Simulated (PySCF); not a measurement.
## Fe²³⁺: ionisation energy

Fe²³⁺ [He] 2s1 (2S) → Fe²⁴⁺ 1s2 (1S), as a difference of total energies. All numbers are calculated (PySCF 2.14, the non-relativistic Hamiltonian (point nucleus), in an even-tempered Gaussian basis (19 s from 5.5 bohr⁻², ratio 2; 9 p from 8.6 bohr⁻², ratio 2.2; 6 d from 26 bohr⁻², ratio 2.2; 5 f from 39 bohr⁻², ratio 2.2; 5 g from 58 bohr⁻², ratio 2.2; 4 h from 87 bohr⁻², ratio 2.2)). The calculations carry no spin-orbit coupling.

| method | ionisation energy (eV) |
| --- | --- |
| UHF | 2024.6 |
| B97-3 | 2024.9 |
| TPSSh | 2026.2 |

These non-relativistic numbers lack the scalar-relativistic shift.

For comparison: 2045.8 eV (theoretical estimate listed by NIST; NIST Atomic Spectra Database, ionization energies).
